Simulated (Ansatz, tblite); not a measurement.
Cost and result up the ladder for Li8S4 (12 atoms). Charge 0, multiplicity 1. Geometry: PBE0-D4/def2-SVP.

Cartesian coordinates in Å:
```
Li 2.272 1.203 0.058
Li -0.301 -2.041 -0.159
Li 1.015 -0.909 -2.175
Li 1.086 -1.236 1.963
Li -2.505 -0.558 -0.006
Li -0.773 1.506 1.935
Li -0.828 1.803 -1.636
Li 0.029 0.202 0.015
S 2.024 -1.129 -0.127
S 0.369 2.471 0.200
S -1.163 -0.811 1.837
S -1.225 -0.502 -1.907
```

Ansatz on 4 threads of Intel Xeon Platinum 8259CL on a shared host; xTB runs through tblite on one thread. Times are rough, summed over both states, and most runs start from the orbitals of an earlier one. PBE0-D4/def2-TZVP serves as the yardstick here, not as an exact answer. Differences are given only for rows in sets of like size (and for xTB, whose basis is part of the method), since another set adds its own error. The other state is a triplet at its own geometry, which has other bonds, so the gap mixes isomer and spin.

The xTB rows come from tblite. LC-ωPBE has ω = 0.4 bohr⁻¹. B3LYP takes the VWN-RPA correlation. Correlated methods freeze 20 core orbitals; core or outer-core shells of Li are correlated, in sets that lack core-valence functions. The rows differ in basis, and correlated rows in double-zeta sets carry the largest basis error. The structure comes from a short search, and lower isomers may exist.

Correlated methods converge slowly with the basis, most of all in double-zeta sets (MP2 moves by 0.11 eV from def2-SVP to def2-TZVP here).

xTB has no spin-polarisation term.

```json
{"level": "GFN1-xTB", "functions": "68", "wall time": "0.087 s", "triplet − singlet (eV)": "1.98", "difference from PBE0-D4/def2-TZVP (eV)": "-1.15"}
{"level": "GFN2-xTB", "functions": "68", "wall time": "0.15 s", "triplet − singlet (eV)": "1.74", "difference from PBE0-D4/def2-TZVP (eV)": "-1.40"}
{"level": "HF/STO-3G", "functions": "76", "wall time": "2.8 s", "triplet − singlet (eV)": "3.14", "difference from PBE0-D4/def2-TZVP (eV)": "–"}
{"level": "PBE-D4/def2-TZVP", "functions": "260", "wall time": "19 s", "triplet − singlet (eV)": "2.93", "difference from PBE0-D4/def2-TZVP (eV)": "-0.20"}
{"level": "MP2/def2-TZVP", "functions": "260", "wall time": "30 s", "triplet − singlet (eV)": "3.49", "difference from PBE0-D4/def2-TZVP (eV)": "0.36"}
{"level": "LC-ωPBE/def2-TZVP", "functions": "260", "wall time": "34 s", "triplet − singlet (eV)": "3.43", "difference from PBE0-D4/def2-TZVP (eV)": "0.30"}
{"level": "r2SCAN-D4/def2-TZVP", "functions": "260", "wall time": "36 s", "triplet − singlet (eV)": "3.07", "difference from PBE0-D4/def2-TZVP (eV)": "-0.06"}
{"level": "B3LYP-D4/def2-TZVP", "functions": "260", "wall time": "38 s", "triplet − singlet (eV)": "3.20", "difference from PBE0-D4/def2-TZVP (eV)": "0.07"}
{"level": "PBE0-D4/def2-TZVP (with forces)", "functions": "260", "wall time": "42 s", "triplet − singlet (eV)": "3.13", "difference from PBE0-D4/def2-TZVP (eV)": "0.00"}
{"level": "CCSD(T)/def2-SVP", "functions": "144", "wall time": "3.4 min", "triplet − singlet (eV)": "3.23", "difference from PBE0-D4/def2-TZVP (eV)": "–"}
```
